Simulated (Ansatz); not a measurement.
Ideal-gas functions of `[NH2][In]([NH2])[Cl]` at 600 K and 1 bar, from an Ansatz frequency run at PBE0-D4/def2-TZVP.

Molar mass 182.32 g/mol, point group C2 (symmetry number 2), electronic degeneracy 1, moments of inertia 113.226, 204.806, 316.991 u Å². Harmonic wavenumbers (cm⁻¹, unscaled): 103, 110, 136, 241, 270, 355, 433, 453, 608, 637, 779, 821, 1552, 1555, 3561, 3562, 3664, 3664.

Use S(trans) = R[1.5 ln M + 2.5 ln T − 1.1517]; rotational temperatures θ = 24.2544 K / I; S(rot) = R[ln(√π/σ · √(T³/θAθBθC)) + 1.5]; for each mode x = 1.438777 ν̃/T, S = R[x/(eˣ − 1) − ln(1 − e⁻ˣ)] and H = RT x/(eˣ − 1); 1 cm⁻¹ = 0.0119627 kJ/mol; R = 8.31446 J/(mol·K).

Task: By hand: the entropy, in J/(mol·K).

Result: Translation 188.3. Rotation: θ = 0.2142, 0.1184, 0.0765 K, giving 117.2. Vibration, mode by mode: 19.96, 19.42, 17.67, 12.99, 12.07, 9.90, 8.37, 8.02, 5.88, 5.56, 4.23, 3.91, 0.97, 0.97, 0.02, 0.02, 0.01, 0.01, in all 130.0. Electronic 0.0. Sum 435.5 J/(mol·K).

Task: By hand: H − E and G − E in kJ/mol, counted from the electronic energy.

Result: Zero-point energy ½ × 22504 × 0.0119627 = 134.6; thermal vibration 37.5; translation, rotation and pV give 4 RT = 20.0. H − E = 192.1 kJ/mol, and G − E = 192.1 − 600 × 435.5/1000 = -69.2 kJ/mol.

Vibration gives 30 % of the entropy, 57.0 J/(mol·K) of it from the modes under 150 cm⁻¹: soft modes count most, and the harmonic formula is weakest for them. The sum counts one conformer and one mirror image; others add a mixing term.
